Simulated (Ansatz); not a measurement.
Harmonic frequencies (cm⁻¹) at PBE0-D4/def2-TZVP from Ansatz: 44, 47, 117, 195, 392, 465, 475, 561, 612, 639, 655, 784, 888, 922, 1148, 1214, 1347, 1443, 1449, 1652, 1890, 2542, 3041, 3113, 3146, 3596, 3688.

Each molecule was computed in one conformer, which needn't be the lowest.

Q: Which molecule is it?
A. `C[B](N)[GaH2]`
B. `BN[CH2][GaH2]`
C. `NC1=N[SiH]1[SiH3]`
D. `[CH3][GaH][BH]N`

A: D.
